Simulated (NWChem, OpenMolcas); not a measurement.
## How basis sets differ on SeO2 (selenium dioxide)

The species is SeO2 (3 atoms), meant as a singlet with charge 0. As SMILES, `O=[Se]=O`. The shape is that of a PBE0-D4/def2-TZVP optimisation.

| atom | x (Å) | y (Å) | z (Å) |
| --- | --- | --- | --- |
| O | 0.4500 | -1.2914 | 0.0948 |
| Se | -0.5159 | -0.0677 | -0.2613 |
| O | 0.0659 | 1.3591 | 0.1664 |

Quantity: the dipole moment, in D. The values are calculated.

Measured value to compare with: NIST CCCBDB gives the dipole moment of the gas as 2.62 D.

```json
{"level": "HF/ANO-RCC-MB (DKH2)", "kind": "Hartree–Fock", "program": "OpenMolcas", "value (D)": "2.95", "computed − measured": "+0.33", "CPU time": "3.1 s"}
{"level": "HF/STO-3G", "kind": "Hartree–Fock", "program": "NWChem", "value (D)": "1.80", "computed − measured": "-0.82", "CPU time": "1.6 s"}
{"level": "HF/3-21G", "kind": "Hartree–Fock", "program": "OpenMolcas", "value (D)": "3.74", "computed − measured": "+1.12", "CPU time": "1.9 s"}
{"level": "HF/def2-SVP", "kind": "Hartree–Fock", "program": "NWChem", "value (D)": "3.53", "computed − measured": "+0.91", "CPU time": "6.1 s"}
{"level": "HF/6-311G**", "kind": "Hartree–Fock", "program": "NWChem", "value (D)": "3.47", "computed − measured": "+0.85", "CPU time": "7.2 s"}
{"level": "HF/def2-TZVPP", "kind": "Hartree–Fock", "program": "NWChem", "value (D)": "3.40", "computed − measured": "+0.78", "CPU time": "32 s"}
```

Nearest: HF/ANO-RCC-MB (DKH2) (+0.33 D); farthest: HF/3-21G (+1.12 D). The measured dipole is a vibrational average, so differences of a few hundredths of a debye mean little. All-electron rows without a relativistic Hamiltonian named are non-relativistic. Magnitudes only. Sets without polarisation functions give poor dipoles. Without the sets that lack polarisation functions the rows with a basis span only 3.40 to 3.53 D. CPU times are rough (shared hosts, several kinds of processor and program).
